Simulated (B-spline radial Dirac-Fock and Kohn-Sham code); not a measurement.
What relativity does to the binding energies of Bi²⁰⁺

System: the Bi²⁰⁺ ion in the configuration [Kr] 4d10 4f14 5s2 5p1.

Both columns are ΔSCF binding energies of the configuration average from a radial finite-basis atomic code: non-relativistic Hartree-Fock with a point nucleus, and Dirac-Fock with a finite nucleus and the Coulomb interaction alone, averaged over the two j levels with weights 2j+1.

| shell | Hartree-Fock (eV) | Dirac-Fock (eV) | shift (eV) | shift (%) |
| --- | --- | --- | --- | --- |
| 1s | 82040.0 | 91540.3 | +9500.28 | +11.58 |
| 2s | 14380.8 | 16956.9 | +2576.04 | +17.91 |
| 2p | 13850.5 | 14728.6 | +878.07 | +6.34 |
| 3s | 3849.8 | 4504.5 | +654.73 | +17.01 |
| 3p | 3596.9 | 3848.8 | +251.92 | +7.00 |
| 3d | 3131.2 | 3113.3 | -17.86 | -0.57 |
| 4s | 1245.5 | 1419.4 | +173.90 | +13.96 |
| 4p | 1131.8 | 1197.4 | +65.65 | +5.80 |
| 4d | 924.3 | 921.4 | -2.97 | -0.32 |
| 4f | 641.4 | 624.8 | -16.61 | -2.59 |
| 5s | 533.5 | 581.2 | +47.70 | +8.94 |
| 5p | 494.4 | 512.2 | +17.78 | +3.60 |

Relativity binds 1s, 2s, 2p, 3s, 3p, 4s, 4p, 5s, 5p more strongly, among those listed most of all 2s in relative terms, and 3d, 4d, 4f more weakly, because the contracted s and p shells screen the nucleus better.

Values without a named source are computed, but for edge energies of neutral atoms, which are taken from tables.
